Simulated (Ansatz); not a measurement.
Consider the formal exchange of groups at a Ga–O bond: `[SiH3][O][Ga]([Br])[Br]` + `OC(O)O` → `[OH][Ga]([Br])[Br]` + `OC(O)O[SiH3]`.

Gas-phase electronic energies from Ansatz, PBE0-D4/def2-TZVP geometries. CCSD(T)/CBS is the MP2 limit (def2-TZVPP, def2-QZVPP) plus CCSD(T) − MP2 in def2-TZVPP, frozen cores. DFT in def2-TZVPP. B3LYP here is the variant with VWN-RPA as its local correlation; programs differ in this. For Br, Ga outer-core shells are correlated without core-valence functions, which leaves a few kJ/mol of doubt a bond. Scalar relativity is left out up to krypton. Each species was taken in one conformer, which may not be the lowest.

| level | ΔE (kcal/mol) | difference from CCSD(T)/CBS |
| --- | --- | --- |
| PBE0-D4 | 3.0 | -0.2 |
| B3LYP-D4 | 3.1 | -0.1 |
| r2SCAN | 2.4 | -0.8 |
| PBE0 | 2.8 | -0.4 |
| MP2/def2-TZVPP | 3.3 | 0.1 |
| SCS-MP2/def2-TZVPP | 3.5 | 0.3 |
| HF/def2-QZVPP | 5.1 | 1.9 |
| SCS-MP2/def2-QZVPP | 3.5 | 0.3 |
| HF/CBS(def2) | 5.1 | 1.9 |
| CCSD/CBS(def2) | 3.5 | 0.3 |
| CCSD(T)/CBS | 3.2 | 0 |

Largest T1 diagnostic among the species: 0.012.

From PBE to PBE0 (25 % exact exchange), in def2-TZVPP and without D4, ΔE moves by +0.9 kcal/mol. In def2-TZVPP, CCSD(T) changes the Hartree–Fock value by −1.6 kcal/mol (the triples alone add −0.3 kcal/mol) and MP2 by −1.8 kcal/mol.
